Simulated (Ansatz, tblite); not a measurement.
Forces on the cluster Ag₂F at its PBE-D4/def2-TZVP geometry. The state is a doublet with charge 0.

In the def2 sets Ag takes a core potential; there is no spin–orbit coupling. The xTB rows come from tblite. The structure comes from a short search, and lower isomers may exist.

GFN1-xTB (tblite), largest force 0.72 eV/Å:

```xyz
3
positions Å, forces eV/Å
Ag    0.909    1.032    0.551    0.369    0.032   -0.047
Ag    0.205   -1.184   -0.867    0.319   -0.126   -0.148
F    -1.114    0.152    0.316   -0.688    0.094    0.195
```

GFN2-xTB (tblite), largest force 1.14 eV/Å:

```
Ag 0.456 -0.355 -0.334
Ag 0.634 0.207 0.025
F -1.090 0.149 0.309
```

CAM-B3LYP-D4/def2-TZVP (Ansatz), largest force 0.24 eV/Å:

```
Ag -0.131 -0.040 -0.004
Ag -0.095 0.071 0.068
F 0.225 -0.031 -0.064
```
